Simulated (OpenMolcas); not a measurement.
**Si2+: from CASSCF to CASPT2**

```json
{
 "Program": "OpenMolcas 26.06",
 "Basis": "ANO-L-VTZP [5s4p2d1f]",
 "Scalar Hamiltonian": "non-relativistic, point nucleus",
 "Active space": "2 electrons in 4 orbitals (3s 3p)",
 "State averaging": "2S+1 = 3 even, 3 roots; 2S+1 = 1 even, 7 roots; 2S+1 = 3 odd, 3 roots; 2S+1 = 1 odd, 3 roots",
 "Spin-orbit coupling": "state interaction with AMFI integrals over the reference wave functions, term energies averaged over their components"
}
```

Methods on the same reference wave functions:
A. CASSCF
B. SS-CASPT2, IPEA 0.25 Eh, imaginary shift 0.1 Eh (closed shells correlated: 2s 2p)
C. MS-CASPT2, IPEA 0.25 Eh, imaginary shift 0.1 Eh (closed shells correlated: 2s 2p)

Energies in cm-1 above 3s2 1S0, the measured ground level; measured values from NIST levels in Kelleher and Podobedova, J. Phys. Chem. Ref. Data 37, 1285 (2008).

```json
{"Level": "3s2 1S0", "A": "0.0", "B": "0.0", "C": "0.0", "Measured": "0.0"}
{"Level": "3s 3p 3P* 0", "A": "51208", "B": "51374", "C": "51428", "Measured": "52725"}
{"Level": "3s 3p 3P* 1", "A": "51315", "B": "51481", "C": "51535", "Measured": "52853"}
{"Level": "3s 3p 3P* 2", "A": "51531", "B": "51698", "C": "51751", "Measured": "53115"}
{"Level": "3s 3p 1P* 1", "A": "92229", "B": "85293", "C": "85346", "Measured": "82884"}
{"Level": "3p2 3P0", "A": "128476", "B": "128514", "C": "128568", "Measured": "129708"}
{"Level": "3p2 3P1", "A": "128582", "B": "128621", "C": "128675", "Measured": "129842"}
{"Level": "3p2 3P2", "A": "128788", "B": "128804", "C": "128858", "Measured": "130101"}
{"Level": "3p2 1D2", "A": "139737", "B": "129666", "C": "129719", "Measured": "122215"}
{"Level": "3p2 1S0", "A": "164424", "B": "154650", "C": "154757", "Measured": "153444"}
```

Deviations, from unrounded energies. A percentage is the sum of absolute deviations over the sum of measured energies, with the sign that they share, or ± where signs differ.

```json
{"Against measurement": "mean absolute deviation (cm-1)", "Levels": "9", "A": "5100", "B": "2100", "C": "2100"}
{"Against measurement": "other configurations (%)", "Levels": "9", "A": "±5.1", "B": "±2.1", "C": "±2.1"}
```

B, C lie about equally close to measurement and A furthest from it. The largest miss of C in the table is 3p2 1D2, by +7500 cm-1. The ranking rests on the paired levels alone, and a cruder setting can come out closer through cancelling errors.

Between B and C the level of the table that moves most is 3p2 1S0, by 110 cm-1 (lowest in B, highest in C).

The lowest spin-free term lies below A's lowest term by 0.016 hartree in B, 0.017 hartree in C.

Over all roots computed the reference weight is 0.92 to 1.00 in B, 0.92 to 1.00 in C; the roots of lowest weight are the least certain, and an intruder state may touch them. The ¹D term of p² mixes with s d, which this space lacks. Measured partners are found by configuration, term and J. A level has none where our copy of the source lacks it or the pairing is in doubt (some pairs that miss far off the trend of their configuration count as doubtful), and it then counts in no deviation. Only configurations of the active space appear.

* marks odd parity.
